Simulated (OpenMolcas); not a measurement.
# Co6+, Rh6+, Ir6+: d3 down the group

```
Program             : OpenMolcas 26.06
Method              : SS-CASPT2, IPEA 0.25 Eh, imaginary shift 0.1 Eh
Basis               : ANO-R3
Scalar Hamiltonian  : X2C, finite nucleus
Spin-orbit coupling : state interaction with AMFI integrals over the reference wave functions, term energies averaged over their components
```

Active space for each ion: 3 electrons in 5 orbitals (d); closed shells correlated by CASPT2: Co6+ 3s 3p; Rh6+ 4s 4p; Ir6+ 5s 5p.

Computed levels in cm-1 above 4F 3/2:

```tsv
Level	Co6+	Rh6+	Ir6+
4F 5/2	716	1815	7960
4F 7/2	1671	3960	13900
4P 1/2	21680	15240	20020
4P 5/2	22790	17920	29200
2G 7/2	23310	17630	27000
2G 9/2	24250	18750	43770
2P 1/2	31900	23530	35140
2H 9/2	32260	24910	28250
2D 5/2(1)	32800	26370	40540
weight of 4F in the lowest level (%)	100	97	80
```

Mixed levels, with the weight of the term that names them: Rh6+ 2G 9/2 (67 %), Rh6+ 2H 9/2 (70 %), Ir6+ 4P 1/2 (71 %), Ir6+ 2G 9/2 (58 %), Ir6+ 2P 1/2 (71 %), Ir6+ 2H 9/2 (56 %).

Measured, with the error of the calculation in %. Measured levels: Co6+ from Sugar and Corliss, J. Phys. Chem. Ref. Data 10, 1097 (1981).

```json
{"Level": "4F 5/2", "Co6+": "698 (+2.6)"}
{"Level": "4F 7/2", "Co6+": "1610 (+3.8)"}
{"Level": "4P 1/2", "Co6+": "21096 (+2.8)"}
{"Level": "4P 5/2", "Co6+": "22187 (+2.7)"}
```

The fine-structure level 4F 7/2 changes by a factor of 8.32 from Co6+ to Ir6+.

Without spin-orbit coupling 4P lies 20750, 13200, 12590 cm-1 above 4F in that order; the difference to the level 4P 1/2, of either sign, comes from spin-orbit coupling, which also lowers the zero.

CASPT2 does not keep the components of a term degenerate, so their means are used; among the terms shown or strongly mixed into the levels shown the widest spread is 870 cm-1 (3d3 4F, Co6+). The CASPT2 spread within a term exceeds the gap to the next term for 3d3 2D(1) and 3d3 2P, 3d3 2P and 3d3 2H, so the order of their levels is uncertain, and so are names and mixing where such terms share a J (figures for Co6+; the like holds for Rh6+, Ir6+). Computed and measured levels are paired by configuration, term and J; levels that our copy of the source lacks, or whose pairing is in doubt (as where it misses far off the trend of its configuration), stay unpaired and out of the deviations. Levels of configurations outside the active space are missing.

A number in round brackets counts repeated terms of one configuration in the order of the reference energies.
